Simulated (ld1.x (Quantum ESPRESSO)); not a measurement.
**Pseudopotential generation for Ne: RRKJ, PBE, non-relativistic.**

* Element: Ne
* Generator: ld1.x (Quantum ESPRESSO) 7.5
* Type: norm-conserving RRKJ (Kleinman–Bylander form)
* Functional: PBE
* Relativity: non-relativistic
* Frozen core: [He]
* Valence charge: 8
* Reference configuration: 2s2 2p5.5 (charge +0.5)
* Partial waves: 2s (bound): rc 0.50 bohr; 3d channel at 0.15 Ry: rc 1.45 bohr; 2p (bound): rc 1.30 bohr
* Local potential: the p channel
* Core correction: a·sin(br)/r model core, default radius (core density twice the valence density)
* rho0: 0.01

All-electron outer shells of the reference configuration (PBE, non-relativistic, ld1.x):

| shell | level (eV) | outermost node (bohr) | outermost maximum (bohr) |
| --- | --- | --- | --- |
| 2s | -45.45 | 0.22 | 0.68 |
| 2p | -22.33 | – | 0.61 |

What the tests gave:

* Largest excitation error: +1620 meV (all-electron minus pseudo) for 2s2 2p2, out of 6 test configurations

A Bessel basis up to 400 Ry misses an occupied level by 0.02 Ry, so cutoffs and ghosts were not judged.

Generation and tests took about 0.71 s on one core of a shared server CPU.
